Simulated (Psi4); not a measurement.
Torsional profile of SMILES [SiH3][SiH2][SeH], singlet. Scanned: dihedral Si1–Si2–Se3–H9; all other coordinates were relaxed at GFN2-xTB. Points at φ and −φ are mirror images. Heavy atoms are numbered in the order of the SMILES [SiH3][SiH2][SeH], hydrogens after them in the order of the atoms that carry them; the mirror image has the same energies with the sign of each dihedral reversed.

Levels of theory: PBE/def2-TZVP // GFN2-xTB (Psi4); PBE-D3(BJ)/def2-TZVP // GFN2-xTB (Psi4); M06-2X/def2-TZVP // GFN2-xTB (Psi4); MP2/cc-pVTZ = DF-MP2 (frozen core)/cc-pVTZ // GFN2-xTB (Psi4).

Energies relative to the lowest point of each profile, in kcal/mol; the last columns give the difference from MP2:

```
φ / °  PBE/def2-TZVP  PBE-D3(BJ)/def2-TZVP  M06-2X/def2-TZVP  MP2/cc-pVTZ  PBE/def2-TZVP − MP2/cc-pVTZ  PBE-D3(BJ)/def2-TZVP − MP2/cc-pVTZ  M06-2X/def2-TZVP − MP2/cc-pVTZ
-----  -------------  --------------------  ----------------  -----------  ---------------------------  ----------------------------------  ------------------------------
-165            1.23                  1.24              1.05         1.04                         0.20                                0.21                            0.02
-150            1.38                  1.40              1.24         1.26                         0.11                                0.13                           -0.03
-135            1.51                  1.55              1.43         1.51                         0.01                                0.04                           -0.08
-120            1.49                  1.53              1.46         1.58                        -0.08                               -0.04                           -0.11
-105            1.19                  1.24              1.21         1.33                        -0.13                               -0.09                           -0.11
-90             0.72                  0.76              0.77         0.85                        -0.13                               -0.09                           -0.08
-75             0.26                  0.28              0.31         0.35                        -0.09                               -0.07                           -0.04
-60             0.00                  0.00              0.02         0.03                        -0.03                               -0.03                            0.00
-45             0.03                  0.00              0.00         0.00                         0.03                                0.00                            0.00
-30             0.28                  0.23              0.20         0.22                         0.06                                0.01                           -0.02
-15             0.58                  0.52              0.45         0.51                         0.07                                0.01                           -0.05
0               0.72                  0.66              0.58         0.65                         0.07                                0.00                           -0.07
15              0.58                  0.52              0.45         0.51                         0.07                                0.01                           -0.05
30              0.28                  0.23              0.20         0.22                         0.06                                0.01                           -0.02
45              0.03                  0.00              0.00         0.00                         0.03                                0.00                            0.00
60              0.00                  0.00              0.02         0.03                        -0.03                               -0.03                            0.00
75              0.26                  0.28              0.31         0.35                        -0.09                               -0.07                           -0.04
90              0.72                  0.76              0.77         0.85                        -0.13                               -0.09                           -0.08
105             1.19                  1.24              1.21         1.33                        -0.13                               -0.09                           -0.11
120             1.49                  1.53              1.46         1.58                        -0.08                               -0.04                           -0.11
135             1.51                  1.55              1.43         1.51                         0.01                                0.04                           -0.08
150             1.38                  1.40              1.24         1.26                         0.11                                0.13                           -0.03
165             1.23                  1.24              1.05         1.04                         0.20                                0.21                            0.02
180             1.42                  1.42              1.22         1.24                         0.18                                0.18                           -0.02
```

PBE/def2-TZVP is furthest from MP2/cc-pVTZ at -165 (0.20 kcal/mol, above); its mean absolute difference over the points is 0.09 kcal/mol.

PBE-D3(BJ)/def2-TZVP is furthest from MP2/cc-pVTZ at -165 (0.21 kcal/mol, above); its mean absolute difference over the points is 0.07 kcal/mol.

M06-2X/def2-TZVP is furthest from MP2/cc-pVTZ at -120 (-0.11 kcal/mol, below); its mean absolute difference over the points is 0.05 kcal/mol.
